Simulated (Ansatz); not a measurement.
Reaction (hydrogenolysis of the Si–C bond): `C=C[SiH](S)Cl` + H₂ → `S[SiH2]Cl` + `C=C`

Computed with Ansatz on PBE0-D4/def2-TZVP structures; ΔE is electronic, products minus reactants. CCSD(T)/CBS is the MP2 limit (def2-TZVPP, def2-QZVPP) plus CCSD(T) − MP2 in def2-TZVPP, frozen cores. This one scheme is used for every species. DFT in def2-TZVPP. Each species was taken in one conformer, which may not be the lowest.

`C=C[SiH](S)Cl`:

Cartesian coordinates in Å:
```
C -0.995 -0.029 -1.329
C -0.695 -0.682 -0.210
Si 0.808 -0.335 0.810
S 1.754 1.490 0.274
Cl 0.215 -0.344 2.783
H -0.363 0.769 -1.709
H -1.881 -0.265 -1.911
H -1.360 -1.474 0.132
H 1.863 -1.364 0.668
H 0.654 2.233 0.492
```

H₂:

```xyz
2

H     0.191   -0.261    0.186
H    -0.191    0.261   -0.186
```

`S[SiH2]Cl`:

Cartesian coordinates in Å:
```
S -1.588 -0.555 -0.279
Si 0.394 0.197 -0.249
Cl 1.716 -1.066 0.685
H -1.779 -0.388 1.041
H 0.465 1.487 0.470
H 0.790 0.325 -1.668
```

`C=C`:

Cartesian coordinates in Å:
```
C -0.331 -0.314 0.479
C 0.331 0.314 -0.478
H -0.680 0.204 1.365
H -0.553 -1.375 0.416
H 0.680 -0.204 -1.365
H 0.553 1.375 -0.416
```

Is it downhill or uphill in electronic energy at CCSD(T)/CBS, and by how much? (An estimate is asked.)

Computed: Downhill: ΔE = -8.0 kJ/mol.

What do these levels give: CAM-B3LYP-D4, B2PLYP, CAM-B3LYP, CCSD/def2-TZVPP, SCS-MP2/def2-QZVPP, CCSD/CBS(def2)? (Best estimate.)

The calculation gave: CAM-B3LYP-D4 -13.6, B2PLYP -16.1, CAM-B3LYP -22.7, CCSD/def2-TZVPP -16.5, SCS-MP2/def2-QZVPP -8.9, CCSD/CBS(def2) -14.2 kJ/mol.

Largest T1 diagnostic among the species: 0.011.

In def2-TZVPP, CCSD(T) changes the Hartree–Fock value by +27.8 kJ/mol (the triples alone add +6.2 kJ/mol) and MP2 by +36.5 kJ/mol. The D4 term adds +15.5 kJ/mol with B3LYP and +8.6 kJ/mol with PBE0; it sums over pairs of atoms, weighted by their polarisabilities, and B3LYP, whose exchange is more repulsive, gets the larger term.

B3LYP here is the variant with VWN-RPA as its local correlation; programs differ in this.
